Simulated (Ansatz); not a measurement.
Relaxation of BH7NOPSi (12 atoms, charge 0, multiplicity 1), to a largest force component of 0.02 eV/Å in at most 40 steps.

These are results of RKS CAM-B3LYP-D4/STO-3G in Ansatz, not measurements.

```xyz
12
Properties=species:S:1:pos:R:3
B -0.825 1.768 1.531
N -0.569 0.455 0.900
P 0.360 0.758 -0.604
Si 0.946 -1.367 -0.902
O -0.536 -2.222 -1.425
H -0.531 2.061 2.624
H -1.462 2.624 0.919
H -1.441 0.066 0.598
H 1.637 1.041 0.162
H 1.919 -1.501 -1.903
H 1.345 -1.957 0.384
H -0.765 -1.781 -2.250
```

**Question.** Where does it end, and by what steps?

**Answer.** The run converged. Limits of this set-up: minimal basis. After 28 steps the energy has fallen by 2.536 eV; H7 moved furthest, 1.71 Å.

| step | energy less start (eV) | largest force component (eV/Å) | accepted |
| --- | --- | --- | --- |
| 0 | 0.0000 | 3.690 | yes |
| 1 | -0.4305 | 1.602 | yes |
| 2 | -0.7646 | 1.148 | yes |
| 3 | -1.0598 | 1.102 | yes |
| 4 | -1.3499 | 1.466 | yes |
| 5 | -1.7298 | 1.431 | yes |
| 6 | -2.0136 | 0.919 | yes |
| 7 | -2.2307 | 0.825 | yes |
| 8 | -2.3578 | 0.328 | yes |
| 9 | -2.4106 | 0.899 | yes |
| 10 | -2.4464 | 1.018 | yes |
| 11 | -2.4545 | 0.858 | yes |
| 12 | -2.4919 | 0.132 | yes |
| 13 | -2.4965 | 0.186 | yes |
| 14 | -2.5029 | 0.062 | yes |
| 15 | -2.5093 | 0.132 | yes |
| 16 | -2.5136 | 0.174 | yes |
| 17 | -2.5179 | 0.277 | yes |
| 18 | -2.5217 | 0.355 | yes |
| 19 | -2.5278 | 0.219 | yes |
| 20 | -2.5223 | 0.200 | no |
| 21 | -2.5323 | 0.082 | yes |
| 22 | -2.5319 | 0.175 | no |
| 23 | -2.5343 | 0.028 | yes |
| 24 | -2.5352 | 0.028 | yes |
| 25 | -2.5354 | 0.075 | yes |
| 26 | -2.5356 | 0.053 | yes |
| 27 | -2.5358 | 0.027 | yes |
| 28 | -2.5358 | 0.018 | yes |

```xyz
12
Properties=species:S:1:pos:R:3
B -0.671 1.410 1.607
N -0.867 1.137 0.271
P 0.341 0.883 -1.018
Si 0.749 -1.289 -0.652
O -0.401 -2.315 -1.394
H 0.417 1.435 2.032
H -1.596 1.610 2.292
H -1.840 1.139 -0.098
H 1.428 1.282 -0.225
H 2.085 -1.557 -1.140
H 0.680 -1.599 0.753
H -0.249 -2.192 -2.393
```

Whether the end is a true minimum wasn't checked by a vibrational analysis.

Time of the run: 110 s on 1 thread of Arm Neoverse V1, on a shared host, peak memory 0.18 GiB.
